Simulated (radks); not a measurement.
Excited configurations of the fluorine ion F+: one electron is placed in a higher orbital outside [He] 2s2 2p3. The ground configuration is [He] 2s2 2p4. Calculated with a radial shooting solver on a logarithmic mesh with Libxc functionals: non-relativistic Kohn-Sham, r2SCAN, spin-polarised, spherical densities, point nucleus; open shells are filled with parallel spins first; meta-GGA in the generalised Kohn-Sham scheme. Excitation = E - E(ground); binding = E(ion) - E, where the ion is the core of charge +2; n* = 2/sqrt(2 binding) in atomic units, and the quantum defect is n - n*.

| outer orbital | excitation (eV) | binding (eV) | n* | quantum defect | eigenvalue (eV) | <r> (bohr) |
|---|---|---|---|---|---|---|
| 3p | 24.365 | 9.697 | 2.369 | 0.631 | -7.504 | 3.798 |
| 4p | 29.172 | 4.890 | 3.336 | 0.664 | -3.904 | 8.025 |
| 4d | 30.465 | 3.597 | 3.890 | 0.110 | -2.755 | 9.892 |
| 4f | 30.695 | 3.367 | 4.021 | -0.021 | -2.425 | 9.131 |
| 5s | 30.663 | 3.399 | 4.001 | 0.999 | -2.761 | 12.19 |
| 5f | 31.834 | 2.228 | 4.942 | 0.058 | -1.714 | 15.74 |
| 6p | 32.094 | 1.968 | 5.258 | 0.742 | -1.599 | 20.91 |
| 6f | 32.488 | 1.574 | 5.880 | 0.120 | -1.245 | 23.77 |

Estimate the row for 4s.

Answer. excitation (eV) 28.127; binding (eV) 5.935; n* 3.028; quantum defect 0.972; eigenvalue (eV) -4.788; <r> (bohr) 6.981. The Delta-SCF ionisation energy is 34.062 eV (NIST Atomic Spectra Database: 34.971 eV, measured). Self-interaction in the functional shifts the binding energies and quantum defects, so they are the method's values and not measured ones. Open shells are spherical and high-spin; term and fine-structure splittings are not resolved.
